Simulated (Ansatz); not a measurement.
Calculation: frozen-core CCSD(T)/cc-pVTZ // B3LYP-D3(BJ)/def2-TZVP run with Ansatz (a program for electronic structure).

Ansatz 0.2 input:
```yaml
crystal:
  periodic: [false, false, false]
  atoms:
    - { symbol: O, position_ang: [-1.732941, -0.406826, 0.024155] }
    - { symbol: C, position_ang: [-0.374132, -0.292766, 0.044217] }
    - { symbol: B, position_ang: [0.474601, 0.902813, -0.161878] }
    - { symbol: B, position_ang: [1.468686, -0.209, 0.088699] }
    - { symbol: H, position_ang: [-2.103538, 0.466607, -0.157329] }
    - { symbol: H, position_ang: [-0.005338, -1.30795, 0.252917] }
    - { symbol: H, position_ang: [0.15747, 2.01683, -0.388595] }
    - { symbol: H, position_ang: [2.115195, -1.169708, 0.297815] }
basis:
  gaussian: { orbitals: cc-pVTZ }
correlation:
  method: ccsd_t
```

Output:

```
Functional definition: HF
1021 factors; integrals over basis functions are off by at most 1.3e-3 eV
mean field evaluation 1: about -4469.8745 eV, gradient 3.2e1 eV
mean field evaluation 2: about -4469.8777 eV, gradient 3.2e1 eV
mean field evaluation 4: about -4472.6210 eV, gradient 4.5e0 eV
mean field evaluation 8: about -4472.6850 eV, gradient 5.4e-4 eV
mean field evaluation 16: about -4472.6819 eV, gradient 2.4e-1 eV
mean field -4472.68495569 eV, -164.3681404270 hartree, gradient 3.1e-6 eV, S^2 0.000000; 0 other end points of the search recorded, 0 dependent functions left out
4 core orbitals not correlated
reference -4472.68495569 eV, -164.3681404270 hartree; 10, 10 occupied and 162, 162 virtual orbitals, 1021 factors
second order -16.64975549 eV of doubles, -0.00000000 eV of singles
cycle   1  -16.73292590 eV  change   -8.3e-2 eV  update   1.0e-1
cycle   2  -17.17885498 eV  change   -4.5e-1 eV  update   3.3e-2
cycle   3  -17.29435605 eV  change   -1.2e-1 eV  update   1.8e-2
cycle   4  -17.28728378 eV  change    7.1e-3 eV  update   4.8e-3
cycle   5  -17.28371453 eV  change    3.6e-3 eV  update   2.4e-3
cycle   6  -17.28442889 eV  change   -7.1e-4 eV  update   7.9e-4
cycle   7  -17.28422908 eV  change    2.0e-4 eV  update   3.2e-4
cycle   8  -17.28415010 eV  change    7.9e-5 eV  update   1.2e-4
cycle   9  -17.28418772 eV  change   -3.8e-5 eV  update   4.6e-5
cycle  10  -17.28419604 eV  change   -8.3e-6 eV  update   1.7e-5
perturbative correction -0.82757914 eV, -0.0304129723 hartree
Total energy: -4490.79673087 eV, -165.0337358882 hartree
```

Cost: roughly 60 core-seconds.
